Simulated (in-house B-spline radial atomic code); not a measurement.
Successive ionisation energies of silver; each step leads to the configuration of the next row (after the last: [Ne] 3s2 3p5). Dirac energy differences include first-order Breit, QED and recoil terms. NIST's values go from ground level to ground level; the uncertainty of those that are theory runs from under 0.1 % in few-electron ions to several per cent in heavy many-electron ones. Computed with a radial B-spline atomic code at the basis-set limit: Dirac-Hartree-Fock, average of the configuration, finite nuclei.

```json
{"ion": "Ag15+", "configuration": "[Ar] 3d10 4s2 4p2", "ionisation energy (eV)": "375.8", "tabulated value (eV)": "381", "computed minus tabulated (eV)": "-5.2", "highest orbital": "4p3/2", "largest mean radius (bohr)": "0.85481"}
{"ion": "Ag16+", "configuration": "[Ar] 3d10 4s2 4p1", "ionisation energy (eV)": "403.0", "tabulated value (eV)": "408.43", "computed minus tabulated (eV)": "-5.5", "highest orbital": "4p3/2", "largest mean radius (bohr)": "0.84368"}
{"ion": "Ag17+", "configuration": "[Ar] 3d10 4s2", "ionisation energy (eV)": "469.2", "tabulated value (eV)": "469", "computed minus tabulated (eV)": "0.2", "highest orbital": "4s1/2", "largest mean radius (bohr)": "0.79966"}
{"ion": "Ag18+", "configuration": "[Ar] 3d10 4s1", "ionisation energy (eV)": "499.6", "tabulated value (eV)": "500.87", "computed minus tabulated (eV)": "-1.3", "highest orbital": "4s1/2", "largest mean radius (bohr)": "0.79032"}
{"ion": "Ag19+", "configuration": "[Ar] 3d10", "ionisation energy (eV)": "887.5", "tabulated value (eV)": "885", "computed minus tabulated (eV)": "2.5", "highest orbital": "3d5/2", "largest mean radius (bohr)": "0.36315"}
{"ion": "Ag20+", "configuration": "[Ar] 3d9", "ionisation energy (eV)": "952.4", "tabulated value (eV)": "946", "computed minus tabulated (eV)": "6.4", "highest orbital": "3d5/2", "largest mean radius (bohr)": "0.35953"}
{"ion": "Ag21+", "configuration": "[Ar] 3d8", "ionisation energy (eV)": "1019.0", "tabulated value (eV)": "1013", "computed minus tabulated (eV)": "6.0", "highest orbital": "3d5/2", "largest mean radius (bohr)": "0.35634"}
{"ion": "Ag22+", "configuration": "[Ar] 3d7", "ionisation energy (eV)": "1087.2", "tabulated value (eV)": "1082", "computed minus tabulated (eV)": "5.2", "highest orbital": "3d5/2", "largest mean radius (bohr)": "0.35347"}
{"ion": "Ag23+", "configuration": "[Ar] 3d6", "ionisation energy (eV)": "1157.0", "tabulated value (eV)": "1149", "computed minus tabulated (eV)": "8.0", "highest orbital": "3d5/2", "largest mean radius (bohr)": "0.35061"}
{"ion": "Ag24+", "configuration": "[Ar] 3d5", "ionisation energy (eV)": "1228.4", "tabulated value (eV)": "1231", "computed minus tabulated (eV)": "-2.6", "highest orbital": "3d5/2", "largest mean radius (bohr)": "0.34777"}
{"ion": "Ag25+", "configuration": "[Ar] 3d4", "ionisation energy (eV)": "1301.4", "tabulated value (eV)": "1308", "computed minus tabulated (eV)": "-6.6", "highest orbital": "3d5/2", "largest mean radius (bohr)": "0.34495"}
{"ion": "Ag26+", "configuration": "[Ar] 3d3", "ionisation energy (eV)": "1376.0", "tabulated value (eV)": "1382", "computed minus tabulated (eV)": "-6.0", "highest orbital": "3d5/2", "largest mean radius (bohr)": "0.34214"}
{"ion": "Ag27+", "configuration": "[Ar] 3d2", "ionisation energy (eV)": "1452.1", "tabulated value (eV)": "1460", "computed minus tabulated (eV)": "-7.9", "highest orbital": "3d5/2", "largest mean radius (bohr)": "0.33936"}
{"ion": "Ag28+", "configuration": "[Ar] 3d1", "ionisation energy (eV)": "1529.8", "tabulated value (eV)": "1535", "computed minus tabulated (eV)": "-5.2", "highest orbital": "3d5/2", "largest mean radius (bohr)": "0.33661"}
{"ion": "Ag29+", "configuration": "[Ne] 3s2 3p6", "ionisation energy (eV)": "1760.5", "tabulated value (eV)": "1747", "computed minus tabulated (eV)": "13.5", "highest orbital": "3p3/2", "largest mean radius (bohr)": "0.33387"}
```

Task: Where is the largest jump?

Result: From Ag18+ to Ag19+, by a factor of 1.78 (499.6 to 887.47 eV); the highest orbital goes from 4s1/2 to 3d5/2.

Where a p, d or f electron is removed, the computed value is a mean over both j, so it misses the tabulated one by a part of the spin-orbit splitting; averaging over terms and missing correlation add to the gap, relatively most at low charge.
